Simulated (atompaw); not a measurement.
**An all-electron radial function and its pseudo partner (Al)**

Columns: radius, all-electron u(r) and pseudo u(r) of the 3s shell (level -19.20 eV) of aluminium in the configuration [Ne] 3s1.5 3p0; PBE, scalar-relativistic, PAW (atompaw) scheme, atompaw 4.2.0.5.

```json
{"r (bohr)": "0.085", "all-electron": "0.1575", "pseudo": "0.0513"}
{"r (bohr)": "0.169", "all-electron": "-0.0186", "pseudo": "0.1018"}
{"r (bohr)": "0.254", "all-electron": "-0.2002", "pseudo": "0.1524"}
{"r (bohr)": "0.338", "all-electron": "-0.3057", "pseudo": "0.2016"}
{"r (bohr)": "0.423", "all-electron": "-0.3351", "pseudo": "0.2504"}
{"r (bohr)": "0.508", "all-electron": "-0.3050", "pseudo": "0.2979"}
{"r (bohr)": "0.592", "all-electron": "-0.2363", "pseudo": "0.3434"}
{"r (bohr)": "0.677", "all-electron": "-0.1439", "pseudo": "0.3877"}
{"r (bohr)": "0.762", "all-electron": "-0.0403", "pseudo": "0.4300"}
{"r (bohr)": "0.846", "all-electron": "0.0646", "pseudo": "0.4697"}
{"r (bohr)": "0.931", "all-electron": "0.1678", "pseudo": "0.5076"}
{"r (bohr)": "1.015", "all-electron": "0.2633", "pseudo": "0.5425"}
{"r (bohr)": "1.100", "all-electron": "0.3515", "pseudo": "0.5752"}
{"r (bohr)": "1.185", "all-electron": "0.4298", "pseudo": "0.6051"}
{"r (bohr)": "1.269", "all-electron": "0.4971", "pseudo": "0.6316"}
{"r (bohr)": "1.354", "all-electron": "0.5552", "pseudo": "0.6554"}
{"r (bohr)": "1.438", "all-electron": "0.6030", "pseudo": "0.6757"}
{"r (bohr)": "1.523", "all-electron": "0.6421", "pseudo": "0.6930"}
{"r (bohr)": "1.608", "all-electron": "0.6730", "pseudo": "0.7070"}
{"r (bohr)": "1.692", "all-electron": "0.6959", "pseudo": "0.7174"}
{"r (bohr)": "1.777", "all-electron": "0.7120", "pseudo": "0.7245"}
{"r (bohr)": "1.862", "all-electron": "0.7217", "pseudo": "0.7281"}
{"r (bohr)": "1.946", "all-electron": "0.7254", "pseudo": "0.7282"}
{"r (bohr)": "2.031", "all-electron": "0.7240", "pseudo": "0.7249"}
{"r (bohr)": "2.115", "all-electron": "0.7180", "pseudo": "0.7182"}
{"r (bohr)": "2.200", "all-electron": "0.7079", "pseudo": "0.7079"}
```

Question: How many radial nodes do the two functions have?

Answer: The all-electron 3s function has n − l − 1 = 2; the pseudo-wave has 0, since the states of the same l below it are removed with the core.

Question: Is the pseudo-wave norm-conserving?

Answer: No, it belongs to a PAW set: the norm inside the radius is not constrained, and the difference is carried by the augmentation charge.
